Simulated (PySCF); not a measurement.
Bond curve of SrHg

Set-up: Sr def2-SVP with ECP28, Hg def2-SVP with ECP60; scalar-relativistic core potentials (PySCF 2.14). Energies in eV from Sr + Hg in their ground configurations at the same level. State: ¹Σ⁺ (singlet), closed shell.

```tsv
R (Å)	PW91
3.524	-0.0694
3.688	-0.0934
3.852	-0.1017
3.975	-0.1017
4.098	-0.0984
4.221	-0.0933
4.385	-0.0848
4.590	-0.0735
4.836	-0.0606
5.163	-0.0460
```

Problem. Put a parabola through the three lowest points of the PW91 curve and estimate Re, k and ωe (reduced mass 61.25 u; 1 eV/Å² = 0.16022 mdyn/Å; ωe = 1302.8·√(k/μ) cm⁻¹).

Solution. Through R = 3.852, 3.975, 4.098 Å the second-order coefficient is 0.109 eV/Å², so Re ≈ 3.913 Å, k ≈ 0.0349 mdyn/Å and ωe ≈ 31 cm⁻¹. A polynomial fit of higher order to the unrounded PW91 energies gives Re = 3.912 Å, k = 0.0428 mdyn/Å, ωe = 34.5 cm⁻¹; anharmonicity and rounding make the difference.

The higher-order fit for each curve: PW91: Re = 3.912 Å, ωe = 34.5 cm⁻¹, De = 0.102 eV.

Closed-shell solutions of metal pairs were not tested for spin polarisation, which can lower them a little. The bond is weak. Basis-set superposition, not corrected here, can be much of De in a small basis, most of all at correlated wavefunction levels. Functionals without a dispersion term scatter widely for such bonds, and LDA overbinds them. Spin–orbit coupling is left out.
